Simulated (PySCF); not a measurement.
Input for PySCF: R-M06-2X/def2-TZVPP on C3H8O (SMILES CCCO), a point of a torsion scan.

```python
from pyscf import gto, dft

mol = gto.M(
    atom='''
    C    -1.17966389    0.79295819    0.12142133
    C    -0.42675695   -0.46400877   -0.30576196
    C     0.95054915   -0.62463877    0.38820598
    O     1.28273472    0.40179099    1.29008980
    H    -2.18369040    0.77886059   -0.29543895
    H    -0.68234365    1.69402021   -0.23408946
    H    -1.25401090    0.83987457    1.20513907
    H    -1.04202672   -1.33351254   -0.07235392
    H    -0.28634092   -0.44496592   -1.38815725
    H     0.96154683   -1.53441571    0.99210428
    H     1.73802290   -0.71928074   -0.37366060
    H     1.30269912    1.23906588    0.81460489
    ''',
    basis='def2-tzvpp',
    charge=0, spin=0, verbose=4, max_memory=1800)
mf = dft.RKS(mol, xc='m062x').density_fit(auxbasis='def2-universal-jkfit')
mf.grids.level = 4
mf.conv_tol = 1e-9
mf.max_cycle = 150
mf.kernel()
mf.dip_moment()
```

It printed:

```
PySCF version 2.14.0

[INPUT] verbose = 4
[INPUT] num. atoms = 12
[INPUT] num. electrons = 34
[INPUT] charge = 0
[INPUT] spin (= nelec alpha-beta = 2S) = 0
[INPUT] symmetry False subgroup None
[INPUT] Mole.unit = angstrom
[INPUT] Symbol           X                Y                Z      unit          X                Y                Z       unit  Magmom
[INPUT]  1 C     -1.179663890000   0.792958190000   0.121421330000 AA   -2.229241671139   1.498473807331   0.229453059380 Bohr   0.0
[INPUT]  2 C     -0.426756950000  -0.464008770000  -0.305761960000 AA   -0.806453757255  -0.876849494696  -0.577806363710 Bohr   0.0
[INPUT]  3 C      0.950549150000  -0.624638770000   0.388205980000 AA    1.796277561438  -1.180396202085   0.733602982118 Bohr   0.0
[INPUT]  4 O      1.282734720000   0.401790990000   1.290089800000 AA    2.424017311271   0.759274930418   2.437916398095 Bohr   0.0
[INPUT]  5 H     -2.183690400000   0.778860590000  -0.295438950000 AA   -4.126576796842   1.471833204317  -0.558298702029 Bohr   0.0
[INPUT]  6 H     -0.682343650000   1.694020210000  -0.234089460000 AA   -1.289442621336   3.201234246378  -0.442364968047 Bohr   0.0
[INPUT]  7 H     -1.254010900000   0.839874570000   1.205139070000 AA   -2.369737158219   1.587132916287   2.277382784313 Bohr   0.0
[INPUT]  8 H     -1.042026720000  -1.333512540000  -0.072353920000 AA   -1.969145115279  -2.519973484273  -0.136729092839 Bohr   0.0
[INPUT]  9 H     -0.286340920000  -0.444965920000  -1.388157250000 AA   -0.541105917056  -0.840863723565  -2.623237020329 Bohr   0.0
[INPUT] 10 H      0.961546830000  -1.534415710000   0.992104280000 AA    1.817060164644  -2.899625453130   1.874805376209 Bohr   0.0
[INPUT] 11 H      1.738022900000  -0.719280740000  -0.373660600000 AA    3.284387279222  -1.359243605274  -0.706116197541 Bohr   0.0
[INPUT] 12 H      1.302699120000   1.239065880000   0.814604890000 AA    2.461744559512   2.341495163493   1.539380141831 Bohr   0.0

nuclear repulsion = 133.503576780299
number of shells = 92
number of NR pGTOs = 312
number of NR cGTOs = 236
basis = def2-tzvpp
ecp = {}


******** <class 'pyscf.df.df_jk.DFRKS'> ********
method = DFRKS
initial guess = minao
damping factor = 0
level_shift factor = 0
DIIS = <class 'pyscf.scf.diis.CDIIS'>
diis_start_cycle = 1
diis_space = 8
diis_damp = 0
SCF conv_tol = 1e-09
SCF conv_tol_grad = None
SCF max_cycles = 150
direct_scf = False
XC library pyscf.dft.libxc version 7.1.2
    S. Lehtola, C. Steigemann, M. J. T. Oliveira, and M. A. L. Marques,  SoftwareX 7, 1–5 (2018)
XC functionals = m062x
    Y. Zhao and D. G. Truhlar,  Theor. Chem. Acc. 120, 215 (2008)
    Y. Zhao and D. G. Truhlar,  Theor. Chem. Acc. 120, 215 (2008)
radial grids:
    Treutler-Ahlrichs [JCP 102, 346 (1995); DOI:10.1063/1.469408] (M4) radial grids

becke partition: Becke, JCP 88, 2547 (1988); DOI:10.1063/1.454033
pruning grids: <function nwchem_prune>
grids dens level: 4
symmetrized grids: False
atomic radii adjust function: <function treutler_atomic_radii_adjust>
small_rho_cutoff = 0
Set gradient conv threshold to 3.16228e-05
Initial guess from minao.
tot grids = 239752
******** <class 'pyscf.df.df.DF'> ********
auxbasis = def2-universal-jkfit
init E= -194.66490176129
  HOMO = -0.339834439641223  LUMO = 0.00588510516767471  gap/eV = 9.40751
cycle= 1 E= -194.267228238417  delta_E= 0.398  |g|= 0.57  |ddm|= 2.25
  HOMO = -0.245626869546662  LUMO = 0.0574392022020795  gap/eV = 8.24685
cycle= 2 E= -194.257895655578  delta_E= 0.00933  |g|= 0.653  |ddm|= 0.896
  HOMO = -0.344090442705362  LUMO = 0.0497457822210592  gap/eV = 10.71683
cycle= 3 E= -194.330034666914  delta_E= -0.0721  |g|= 0.051  |ddm|= 0.54
  HOMO = -0.343675057923583  LUMO = 0.0510904355895754  gap/eV = 10.74212
cycle= 4 E= -194.330443015456  delta_E= -0.000408  |g|= 0.022  |ddm|= 0.0444
  HOMO = -0.343291818568737  LUMO = 0.0516732918103351  gap/eV = 10.74755
cycle= 5 E= -194.330551592555  delta_E= -0.000109  |g|= 0.00518  |ddm|= 0.0174
  HOMO = -0.34359064163624  LUMO = 0.0514308642811265  gap/eV = 10.74908
cycle= 6 E= -194.330557944665  delta_E= -6.35e-06  |g|= 0.000689  |ddm|= 0.00501
  HOMO = -0.343534961833527  LUMO = 0.0514906465431615  gap/eV = 10.74919
cycle= 7 E= -194.330558073966  delta_E= -1.29e-07  |g|= 0.000173  |ddm|= 0.000959
  HOMO = -0.343544903888823  LUMO = 0.0514838454984279  gap/eV = 10.74928
cycle= 8 E= -194.330558082158  delta_E= -8.19e-09  |g|= 5.15e-05  |ddm|= 0.000299
  HOMO = -0.34354974598909  LUMO = 0.0514831749721019  gap/eV = 10.74939
cycle= 9 E= -194.330558082854  delta_E= -6.96e-10  |g|= 1.84e-05  |ddm|= 8.43e-05
  HOMO = -0.343549272188092  LUMO = 0.0514844741226632  gap/eV = 10.74942
Extra cycle  E= -194.330558082891  delta_E= -3.79e-11  |g|= 1.52e-05  |ddm|= 2.44e-05
converged SCF energy = -194.330558082891
Dipole moment(X, Y, Z, Debye): -0.48328,  0.22653, -1.52770
```

The calculation finished and met its thresholds.

Cost: roughly 50 core-seconds.
